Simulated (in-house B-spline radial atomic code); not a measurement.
Values are calculated unless marked as measured or tabulated.
**Work function and surface energy of Sb in the jellium model**

The positive ions are smeared into a uniform slab; the electrons are solved self-consistently in the LDA (PW92) on a fine grid across the film. Stabilised jellium adds, inside the slab, the constant potential −n de/dn that makes the bulk stable at the metal's density. No lattice, so no dependence on crystal face. Atomic units unless named. The numbers below are for plain jellium.

Sb: 5 valence electrons per atom, density 6.68 g/cm³, mass 121.76 u, so r_s = 2.14 bohr. Thick-film values are averages over eight films of 5 to 5.44 Fermi wavelengths, one period of the size oscillation.

Across the edge of the background of the film of 5 Fermi wavelengths (z = 0, vacuum at z > 0):

```csv
z (bohr),n/n_bulk,V − E_F (hartree)
-7.01,0.9924,-0.4023
-5.25,1.01,-0.4026
-3.5,0.9842,-0.4015
-2.45,1.007,-0.4005
-1.4,0.9221,-0.3877
-0.7,0.7156,-0.3472
0.0,0.4478,-0.2474
0.7,0.2336,-0.1338
1.4,0.1096,-0.05933
2.45,0.03173,0.01069
3.5,0.008648,0.05346
5.25,0.0009481,0.09401
```

Task: The electrons that spill out make a dipole barrier Δφ = 5.558 eV. Assemble the work function.

Result: k_F = 1.91916/2.14 = 0.8968, so k_F²/2 = 10.942 eV, and the LDA gives v_xc = -9.129 eV in the bulk. Measured from the bulk electrostatic potential the Fermi level lies at 10.942 + (-9.129) = 1.813 eV, so Φ = Δφ − that = 5.558 − (1.813) = 3.74 eV; the films' Fermi levels give 3.75 eV. Measurement gives 4.55 to 4.70 eV (table in Wikipedia's article on work functions); the other model gives 4.21 eV.

Task: Budd and Vannimenus showed that in jellium φ(edge) − φ(bulk) = n de/dn, with e the bulk energy per electron. Check it, given ε_xc = -0.25750 and v_xc = -0.33550 hartree.

Result: For the kinetic part e = 3k_F²/10 ∝ n^(2/3), so n de/dn = k_F²/5 = 0.16085. For exchange and correlation n dε/dn = v_xc − ε_xc = -0.07800. The sum is 0.08285 hartree, and the films give 0.08284.

Task: The surface energy has the parts (J/m²): kinetic -3.939, exchange-correlation 2.625, electrostatic 0.905. What is the total, and what does its sign mean?

Result: The sum is -0.409 J/m². The kinetic part is negative since spilling out relaxes the electrons, while exchange-correlation and electrostatics cost energy. A negative total says that plain jellium at this density would split by itself: its bulk is under pressure, which the stabilised model cures (0.865 J/m²).

Task: What barrier would the Schottky-Mott rule give for electrons at a contact to n-type Ge, whose electron affinity is 4.0 eV (NSM archive of the Ioffe Institute)?

Result: Φ_B = Φ − χ is 3.75 − 4.0 = -0.25 eV with the model's value and 4.62 − 4.0 = +0.62 eV with the measured one (the middle, for a range); a negative value would mean an ohmic contact, so the model's error changes the verdict. Real barriers on covalent semiconductors follow the metal only weakly, since states induced in the gap pin the Fermi level.
